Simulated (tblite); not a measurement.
Question: Give a GFN2-xTB geometry of `C[S@](=O)CC([O])=O` [radical]. (Doublet state.)

Answer: 
Z-matrix in Å and degrees, rows numbered from 1:
```
C 
S   1  1.8334
O   2  1.4659  1  104.36
C   2  1.8465  1   98.21  3  -105.41
C   4  1.6287  2  100.78  1   -72.06
O   5  1.2117  4  110.98  2   -16.83
O   5  1.2081  4  109.06  2   163.09
H   1  1.0850  2  109.37  3    50.96
H   1  1.0827  2  108.88  3   173.36
H   1  1.0855  2  107.01  3   -67.77
H   4  1.0888  2  110.31  1   175.48
H   4  1.0884  2  114.01  1    50.68
```

C5 (carbon bonded to C and 2 O) is planar (angles 140.0°, 111.0° and 109.1°, sum 360.0°, 0.00 Å off the plane of its three neighbours). Of the pairs four or more bonds apart, O6···H9 is among the closest relative to their van der Waals radii: 2.49 Å, 92 % of the sum of Bondi's values. S2 (sulfur bonded to 2 C and O) is pyramidal (angles 104.4°, 102.7° and 98.2°, sum 305.2°, 0.75 Å off the plane of its three neighbours).

The geometry is computed with GFN2-xTB (gas phase). This method treats the open shell by occupation alone, without spin polarisation.

Point group: C1 (no symmetry element, even within 0.4 Å). Its GFN2-xTB frequencies are all real (lowest 57 cm⁻¹). Torsions: C1–S2–C4–C5 -72°, S2–C4–C5–O6 -17°. 3 starts were optimised and ended at 0.00, 0.03 and -5.00 kcal/mol (GFN2-xTB); the lowest of these is shown.

One conformer stands for the species.
